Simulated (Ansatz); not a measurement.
Mulliken charges of CH4BClN2 (`N=C(N)BCl`) from PBE/def2-TZVPP in Ansatz (PBE0-D4/def2-TZVP geometry).

```json
{"atom": "N1", "x (Å)": "1.163", "y (Å)": "0.581", "z (Å)": "-0.950", "charge (e)": "-0.261"}
{"atom": "C2", "x (Å)": "0.320", "y (Å)": "-0.039", "z (Å)": "-0.211", "charge (e)": "0.059"}
{"atom": "N3", "x (Å)": "0.532", "y (Å)": "-1.350", "z (Å)": "0.114", "charge (e)": "-0.253"}
{"atom": "B4", "x (Å)": "-1.009", "y (Å)": "0.578", "z (Å)": "0.366", "charge (e)": "0.055"}
{"atom": "Cl5", "x (Å)": "-1.484", "y (Å)": "2.184", "z (Å)": "-0.083", "charge (e)": "-0.094"}
{"atom": "H6", "x (Å)": "0.831", "y (Å)": "1.524", "z (Å)": "-1.136", "charge (e)": "0.146"}
{"atom": "H7", "x (Å)": "0.023", "y (Å)": "-1.762", "z (Å)": "0.873", "charge (e)": "0.170"}
{"atom": "H8", "x (Å)": "1.428", "y (Å)": "-1.749", "z (Å)": "-0.117", "charge (e)": "0.170"}
{"atom": "H9", "x (Å)": "-1.716", "y (Å)": "-0.011", "z (Å)": "1.126", "charge (e)": "0.007"}
```

By hand: the dipole of these point charges (1 e Å = 4.8032 D).

Σ q r = (0.021, -0.360, 0.205) e Å, of length 0.415 e Å = 1.99 D.

How does the dipole of the full density compare? (Best estimate.)

The calculation gave: (-0.209, -0.283, 0.356) e Å, 2.40 D; the point charges give 0.83 times that, at 35° from its direction.

Point charges leave out the atoms' own dipoles, such as those of lone pairs, and Mulliken's split depends on the basis, so the two needn't agree.
